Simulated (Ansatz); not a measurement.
Correlation energies of CH₇BN₂OSi by basis set

```
atom   x (Å)   y (Å)   z (Å)
  B1  -1.019   1.661  -0.531
 Si2  -1.030  -0.081   0.351
  N3  -0.665   0.357  -1.439
  N4   0.272  -0.837   1.158
  C5   1.493  -0.976   0.924
  O6   2.357  -1.519   1.789
  H7  -0.046   2.335  -0.334
  H8  -2.058   2.177  -0.829
  H9  -2.124  -1.080   0.277
 H10  -1.331   0.096  -2.152
 H11   0.274   0.308  -1.807
 H12   2.027  -0.694   0.010
 H13   1.851  -1.748   2.583
```

Charge 0, multiplicity 1. The bonds changed during the relaxation, so this is another structure than the one it started from. All single points use the PBE0-D4/def2-TZVP geometry. It is one conformer, not always the lowest. Frozen core, restricted reference, Ansatz 0.2.0. CBS rows extrapolate triple and quadruple zeta; past MP2 they add the triple-zeta difference.

| basis | HF (Eh) | MP2 corr. | CCSD corr. | (T) | CCSD(T) total |
| --- | --- | --- | --- | --- | --- |
| def2-TZVPP | -539.44505 | -1.04681 | -1.08516 | -0.04708 | -540.57729 |
| def2-QZVPP | -539.46559 | -1.12131 | – | – | – |
| CBS(def2) | -539.46842 | -1.17650 | -1.21486 | as TZ | -540.73036 |
